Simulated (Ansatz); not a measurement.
Isolated molecules relaxed with PBE0-D4/def2-TZVP in Ansatz; ΔE leaves out vibrations. CCSD(T)/CBS adds triple-zeta CCSD(T) − MP2 to the extrapolated MP2 energy (def2 sets, frozen cores). This one scheme is used for every species.

Consider the formal exchange of groups at the Si–Cl bond: `F[C@H]1C[Si@@H]1Cl` + CH₄ → `C[Si@H]1C[C@H]1F` + HCl.

```
             species  CCSD(T)/def2-TZVPP energy (Eh)
`F[C@H]1C[Si@@H]1Cl`                      -926.98898
                 CH₄                       -40.43861
  `C[Si@H]1C[C@H]1F`                      -507.06193
                 HCl                      -460.33125
```

**Question.** Work out ΔE.

**Answer.** ΔE = (-507.06193) + (-460.33125) − (-926.98898) − (-40.43861) = 0.03441 Eh = +90.3 kJ/mol. CCSD(T)/CBS gives +93.1 kJ/mol.

Largest T1 diagnostic among the species: 0.011.

In def2-TZVPP, CCSD(T) changes the Hartree–Fock value by −12.2 kJ/mol (the triples alone add −0.2 kJ/mol) and MP2 by −7.7 kJ/mol.
